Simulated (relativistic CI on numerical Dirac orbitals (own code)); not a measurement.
What each ingredient does to the levels of Tm XIV

Base calculation: Dirac-Coulomb-Breit CI, orbitals from a KLI potential per configuration, a model potential for QED, unscaled Slater integrals.

CI space (outside the closed core [Ar] 3d10 4p6 4d10): 4s2 4f9 5s, 4s2 4f10, 4s2 4f8 5s2, 4s2 4f8 5s 5p, 4s2 4f9 5p, 4s2 4f7 5s2 5p, 4s2 4f7 5s2 6s, 4s2 4f8 5s 6s, 4s2 4f9 6s, 4s2 4f8 6s2, 4s 4f11, 4f11 5s. Levels of other configurations are missing.

Variants: (1) P86 correlation estimate; (2) Breit term removed; (3) one mean potential for all configurations. Shifts of the energy above 4s2 4f8 5s2 7F_6, in cm⁻¹, for the lowest level and the first level of each name with at least 55 % of one term (blank where a level changes its place among those of its configuration and J or its character, or is not in the variant):

```tsv
Level	Base	Δ(1)	Δ(2)	Δ(3)
4s2 4f8 5s2 7F_6	0.0	0.0	0.0	0.0
4s2 4f8 5s2 7F_5	4204.8	0.0	+106.7	+185.3
4s2 4f8 5s2 7F_4	6562.5	-0.1	+36.7	+187.7
4s2 4f8 5s2 7F_3	8538.9	-0.1	+43.0	+259.3
4s2 4f8 5s2 7F_2	9901.4	-0.2	+25.7	+289.8
4s2 4f8 5s2 7F_1	10828.6	-0.2	+25.0	+323.2
4s2 4f8 5s2 7F_0	11277.0	-0.2	+21.5	+335.8
4s2 4f8 5s2 5D_4	32301.7	-2.6	-430.4	-745.6
4s2 4f8 5s2 5L_10	41294.1	-0.3	+1125.5	-696.2
4s2 4f8 5s2 5D_3	43927.5	-2.7	+110.7	-296.3
4s2 4f8 5s2 5L_9	44442.7	-0.2	+1015.3	-564.7
4s2 4f8 5s2 5G_5	45239.6	-2.2	-115.6	-794.9
4s2 4f8 5s2 5L_8	46001.9	-0.3	+739.3	-587.4
4s2 4f8 5s2 5G_4	46005.9	-2.0	-265.1	-863.7
```

At this charge energies of transitions that change n are usually good to better than 1 %, and those within a shell (Δn = 0) to a few per cent. Terms inside the open d or f shell come out 10 to 20 % too wide with unscaled integrals. Levels and lines within the n = 5 or 6 shells can be off by up to 10 % or somewhat more, and those that change n by about 2 %, since core polarisation is missing. The computed lowest level isn't the tabulated ground level, which NIST ASD gives as 4f9 5s °.

Ionisation energy from the two ground configurations alone: base 281.266 eV; P86 correlation estimate 282.224 eV; Breit term removed 281.467 eV. The NIST ASD value (theoretical) is 295 eV. The gap of more than 2 % comes from missing correlation, or from a tabulated value that is itself an estimate.

LS names give the leading component of a level, which can be under half, so a name can repeat, a term be missing and a line seem to break the LS rules.
